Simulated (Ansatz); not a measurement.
NO (SMILES [N]=O), doublet, geometry from GFN2-xTB, atoms displaced at random by about 0.03 Å a coordinate; B3LYP/cc-pVDZ, gradient (Ansatz, a program for electronic structure).

Here is a job for Ansatz.
Ansatz 0.2 input:
```yaml
crystal:
  periodic: [false, false, false]
  atoms:
    - {symbol: N, position_ang: [0.04091781, -0.01551910, -0.60741166]}
    - {symbol: O, position_ang: [-0.00148010, -0.02842755, 0.60569667]}
basis:
  gaussian:
    orbitals: cc-pVDZ
hamiltonian:
  xc: b3lyp
magnetization: {spin_polarized: true, initial_magnetization: 1}
output: {forces: true}
```

Task: Write the output that Ansatz gives for this input, abridged.

Result: 
```
Functional definition: B3LYP
267 factors; integrals over basis functions are off by at most 1.1e-3 eV
mean field evaluation 1: about -3534.1709 eV, gradient 1.1e1 eV
mean field evaluation 2: about -3533.3877 eV, gradient 1.9e1 eV
mean field evaluation 4: about -3534.6111 eV, gradient 5.2e-1 eV
mean field evaluation 8: about -3534.6147 eV, gradient 2.7e-2 eV
mean field evaluation 16: about -3534.6147 eV, gradient 2.3e-5 eV
mean field -3534.61470245 eV, -129.8946944672 hartree, gradient 2.3e-5 eV, S^2 0.752881; 0 other end points of the search recorded, 0 dependent functions left out
the calculation of the forces begins
reference -3534.61478504 eV, -129.8946975024 hartree; 8, 7 occupied and 20, 21 virtual orbitals, 267 factors
Total energy: -3534.61478504 eV, -129.8946975024 hartree
Atom 0 at     0.040918    -0.015519    -0.607412 Å, force    -0.184075    -0.056044     5.266848 eV/Å
Atom 1 at    -0.001480    -0.028428     0.605697 Å, force     0.184075     0.056044    -5.266848 eV/Å
Dipole moment:     0.000490     0.000149    -0.014022 e Å
```
